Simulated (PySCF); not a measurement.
This PySCF input asks for the NMR shieldings of SMILES [CH2]1CC[C@@H](C)[AlH]1, C5H11Al; the geometry comes from GFN2-xTB.

```python
import basis_set_exchange as bse
import numpy as np
from pyscf import gto, dft
from pyscf.prop import nmr

atoms = """
C     2.321091    0.022851   -0.056586
C     0.890461   -0.048616    0.490696
C    -0.025643   -0.896131   -0.423380
C    -1.496021   -0.746254   -0.001896
C    -1.965004    0.720892   -0.149527
Al   -0.298870    1.576845    0.540908
H     2.757730   -0.974455   -0.140096
H     2.954958    0.617589    0.599590
H     2.335592    0.482277   -1.044719
H     0.945642   -0.574200    1.459112
H     0.076525   -0.548345   -1.456814
H     0.259908   -1.952286   -0.402226
H    -1.584138   -1.049516    1.046296
H    -2.118799   -1.423189   -0.593477
H    -2.177609    0.919835   -1.208939
H    -2.918142    0.861344    0.371116
H     0.035323    3.023389    0.960031
"""
names = dict.fromkeys(["C", "Al", "H"], "pcSseg-1")
basis = {el: gto.basis.parse(bse.get_basis(n, elements=[el], fmt="nwchem")) for el, n in names.items()}
mol = gto.M(atom=atoms, basis=basis, charge=0, verbose=0)
mf = dft.RKS(mol, xc="PBE0")
mf.grids.level = 2
mf.grids.alignment = dft.numint.BLKSIZE   # the property module wants whole blocks of grid points
mf.conv_tol = 1e-9
mf.kernel()

calc = nmr.RKS(mf)   # GIAO
C = mf.mo_coeff
Co = C[:, mf.mo_occ > 0]
resp = mf.gen_response(singlet=True, hermi=2)
def vind(x):   # induced exchange potential for any number of trial vectors
    d = np.einsum("pi,xij,qj->xpq", C, 2 * x.reshape(-1, C.shape[1], Co.shape[1]), Co, optimize=True)
    return np.einsum("xpq,pi,qj->xij", resp(d - d.transpose(0, 2, 1)), C, Co, optimize=True).ravel()
mo1, _ = nmr.rhf.solve_mo1(calc, with_cphf=vind)
sigma = calc.kernel(mo1)
for i, s in enumerate(sigma):   # ppm
    print("%2d %-2s %9.2f" % (i, mol.atom_pure_symbol(i), np.trace(s) / 3))
```

Question: What does it print?

Answer: 
```
 0 C     167.97
 1 C     158.21
 2 C     142.87
 3 C     154.36
 4 C     170.06
 5 Al    247.90
 6 H      30.21
 7 H      29.95
 8 H      30.78
 9 H      30.95
10 H      30.94
11 H      29.34
12 H      30.57
13 H      29.19
14 H      31.19
15 H      30.70
16 H      25.82
```

These numbers come from an equivalent density-fitted implementation of the same equations, which agrees with the script to about 0.01 ppm for H and up to a few tenths of a ppm for heavy atoms, so last digits may differ.

Size and cost of the density-fitted run: 164 basis functions, 38 s wall time on 1 thread of an Arm Neoverse N1, shared host; peak memory 0.74 GiB.
